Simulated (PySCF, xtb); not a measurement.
Al(Cl)2(SMe) (CH₃AlCl₂S), SMILES [Cl][Al]([Cl])[S]C.

xtb with GFN2-xTB at its own geometry gives an orbital gap of 3.32 eV and a dipole moment of 1.92 D.

Geometry: PBE-D3(BJ)/def2-SVP. The structure was generated by enumeration; whether it is a known compound was not checked. Other conformers were not sampled.

**Question.** What does PBE/def2-TZVP (PySCF) give? (The exact figures need the calculation; the answer reports its results.)

**Answer.** gap 4.53 eV (levels -6.41 and -1.88 eV), dipole 2.07 D.
